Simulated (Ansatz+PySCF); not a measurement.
quartet TiH: levels of theory in one basis

```yaml
atoms:
  - { symbol: Ti, position_ang: [0.0000, 0.0000, 0.0000] }
  - { symbol: H, position_ang: [0.0000, 0.0000, 1.8502] }
```

Basis set: def2-SVP (spherical functions). Left uncorrelated: 5 orbitals. Correlation on ROHF uses semicanonical orbitals with singles. Charge 0, multiplicity 4.

Computed with Ansatz (development build ahead of 0.2.0); each method stands on the lowest determinant of its kind that the runs found.

| method | E − E(ROHF) (eV) | <S²> of the determinant |
| --- | --- | --- |
| ROHF | 0.00 | 3.75 |
| UHF | -0.08 | 3.76 |
| ROHF-MP2 | -4.82 | – |
| UHF-MP2 | -4.80 | 3.76 |

Task: Is a single determinant a sound starting point here?

Result: By this sign, yes. Unrestricted orbitals gain 0.08 eV and <S²> is 3.76 against 3.75 for a pure state.
